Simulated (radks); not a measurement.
The tin anion Sn4-, [Xe], held by a Watson sphere: a shell of charge +5.97 at radius R that stands for the Madelung well of a crystal (potential energy -5.97/R inside, -5.97/r outside, in hartree with lengths in bohr). Calculated with a radial shooting solver on a logarithmic mesh with Libxc functionals: scalar-relativistic Kohn-Sham, PBEsol, spin-polarised, spherical densities, point nucleus. Response by self-consistent Sternheimer equations with the Hartree and adiabatic LDA kernel, the relativistic mass of each level held fixed and spin-orbit coupling left out. The sphere does not respond.

R (bohr)  e(4d) (eV)  e(5s) (eV)  e(5p) (eV)  <r> 5p (bohr)  sum of <r^2> (bohr^2)  X-ray form factor at sin(theta)/lambda = 0.3 1/angstrom  alpha (bohr^3)
2.85         -40.150     -28.234     -21.208          2.774                  88.43                                                   34.396           36.78
3.58         -35.992     -23.562     -17.671          3.170                  106.5                                                   34.645           64.18
4.86         -32.276     -18.409     -13.251          3.864                  142.4                                                   34.768           156.0
4.88         -32.235     -18.351     -13.196          3.875                  143.0                                                   34.768           158.1
5.21         -31.622     -17.470     -12.360          4.056                  153.3                                                   34.767           195.3
5.56         -31.064     -16.680     -11.578          4.249                  164.8                                                   34.767           242.3
